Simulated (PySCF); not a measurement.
## Relaxation of triplet IrO₂⁻

These are results of PySCF, UB3LYP, basis Ir def2-SVPD with ECP60, O def2-SVPD (scalar-relativistic core potentials, no spin–orbit coupling, density fitting), not measurements. A (50,194) grid was used.

A hand-made bent start, of C2v symmetry, held to at least that symmetry:

```xyz
3
charge -1 multiplicity 3, angstrom
Ir    0.0000    0.0000   -0.1403
O     1.4089    0.0000    0.8463
O    -1.4089    0.0000    0.8463
```

Optimiser trace:
| step | E − E(last) (kJ/mol) | largest gradient (Eh/bohr) |
| --- | --- | --- |
| 0 | 46.76 | 0.04583 |
| 1 | 11.61 | 0.03329 |
| 2 | 1.89 | 0.01565 |
| 3 | 0.11 | 0.00297 |
| 4 | 0.00 | 0.00036 |
| 5 | 0.00 | 0.00001 |

It ends at C2v with Ir–O 1.765 Å (×2); O–Ir–O 134.3°. A frequency run shows a minimum. Other isomers or separated fragments may lie lower.

Final geometry:
Z-matrix (Å, degrees; charge -1 multiplicity 3):
```
Ir
O  1 1.7654
O  1 1.7654 2 134.29
```

Other spin states or occupations of the open shell can lie lower. At this level a singlet minimum of D∞h symmetry lies 139 kJ/mol below this structure. No spin–orbit coupling is included, which matters more the heavier the element.
